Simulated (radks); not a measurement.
The numbers below are computed, except where a source is named.
Problem. The thulium ion Tm2+ is in [Xe] 4f(5/2: 6, 7/2: 7). Level of theory: Dirac Kohn-Sham, BLYP, spin-unpolarised, spherical densities, finite nucleus; Fermi nuclear charge, rms radius of each element as measured or else 0.836 A^(1/3) + 0.57 fm (a radial shooting solver on a logarithmic mesh with Libxc functionals). Sub-shells are occupied by j as written (lower j first in brackets). One electron is removed from 4f7/2, 5p3/2, 4f5/2, 5p1/2 in turn, with full relaxation. Which removal costs least, and what does each cost?

Solution. 4f7/2 25.609 eV; 4f5/2 26.883 eV; 5p3/2 46.367 eV; 5p1/2 52.444 eV. The 4f7/2 electron leaves first.
